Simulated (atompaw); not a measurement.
tantalum: one change to a PAW (atompaw) potential, before and after

| Quantity | Value |
| --- | --- |
| Element | tantalum (Ta) |
| Generator | atompaw 4.2.0.5 |
| Type | PAW |
| Functional | PBE |
| Relativity | scalar-relativistic |
| Frozen core | [Kr] 4d10 4f14 5s2 |
| Valence charge | 11 |
| Reference configuration | 5p6 5d3 6s0 6p0 (charge +2) |
| Partial waves | 6s (bound, empty): rc 2.60 bohr; 6s channel at 2.1 Ry: rc 2.60 bohr; 5p (bound): rc 2.25 bohr; 6p (bound, empty): rc 2.60 bohr; 5d (bound): rc 2.60 bohr; 5d channel at -0.45 Ry: rc 2.55 bohr |
| Local potential | troulliermartins scheme with l = 3 at 0 Ry, radius 2.40 bohr |
| Core correction | smooth core density matched at 1.95 bohr |
| Augmentation charge | besselshape compensation charge, radius 1.95 bohr; PAW radius 2.60 bohr; waves and projectors: custom rrkj gramschmidtortho |

Change: all radii scaled by about 1.04 (s 2.70, p 2.34, d 2.70 bohr); local potential troulliermartins scheme with l = 3 at 0 Ry, radius 2.48 bohr; augmentation besselshape compensation charge, radius 2.02 bohr; PAW radius 2.70 bohr; waves and projectors: custom rrkj gramschmidtortho; core correction smooth core density matched at 2.02 bohr.

Cutoffs: the cutoffs (Ry, on a coarse ladder) from which the occupation-weighted sum of valence levels, in a spherical-Bessel basis at the reference potential, stays within 10 and 1 mRy of its value at 400 Ry; they do not see the model core or the augmentation charge, which bear on the density cutoff.

What does the change do?

The potential gets softer (18 Ry and 30 Ry → 15 Ry and 25 Ry); both files keep a bound ghost (s). A larger radius leaves more room for a smooth pseudo-wave, so fewer plane waves are needed.

| quantity | base | changed |
| --- | --- | --- |
| cutoff, loose | 18 Ry | 15 Ry |
| cutoff, tight | 30 Ry | 25 Ry |
| loose cutoff by channel (10 mRy a level) | p 15 Ry, d 12 Ry | p 15 Ry, d 10 Ry |
| bound ghosts | s | s |
| lowest overlap eigenvalue by channel | s 0.60, p 0.58, d 0.41 | s 0.55, p 0.56, d 0.18 |

 A true bound ghost makes a file unfit for plane-wave use even where its test errors are small: the radial tests pick states by their node count and pass the ghost by. The cutoffs see the waves, projectors and local potential, not the compensation charge or the core.
